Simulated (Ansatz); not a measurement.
Relaxation of ClH$_{3}$S$_{2}$Si (7 atoms, charge 0, multiplicity 1), to a largest force component of 0.015 eV/Å in at most 40 steps.

Theory: RKS BLYP/def2-SVP (Ansatz 0.2.0).

```xyz
7
Properties=species:S:1:pos:R:3:forces:R:3
S -0.541 1.469 -1.310 0.88 0.30 -0.58
Si -0.056 0.059 0.229 0.72 0.71 -0.62
S 1.957 -0.558 -0.176 0.63 0.11 1.11
Cl -1.329 -1.509 0.229 -1.05 -1.12 0.07
H -1.851 1.452 -1.100 -1.03 -0.01 0.17
H -0.110 0.717 1.523 0.10 0.13 0.79
H 1.790 -0.711 -1.484 -0.24 -0.11 -0.95
```

Problem. Where does it end, and by what steps?

Solution. The forces met the threshold. After 6 steps the energy has fallen by 0.155 eV; H6 moved furthest, 0.12 Å.

```
step  energy less start (eV)  largest force component (eV/Å)  accepted
   0                  0.0000                           1.124       yes
   1                 -0.1221                           0.403       yes
   2                 -0.1464                           0.320       yes
   3                 -0.1501                           0.177       yes
   4                 -0.1548                           0.054       yes
   5                 -0.1551                           0.023       yes
   6                 -0.1552                           0.005       yes
```

```xyz
7
Properties=species:S:1:pos:R:3
S -0.575 1.537 -1.330
Si -0.031 0.103 0.204
S 2.016 -0.488 -0.153
Cl -1.404 -1.490 0.189
H -1.921 1.413 -1.128
H -0.032 0.655 1.590
H 1.808 -0.813 -1.463
```

The run took 12 s on 1 thread of Intel(R) Xeon(R) 6975P-C (Granite Rapids), with other jobs on the host, peak memory 0.15 GiB.
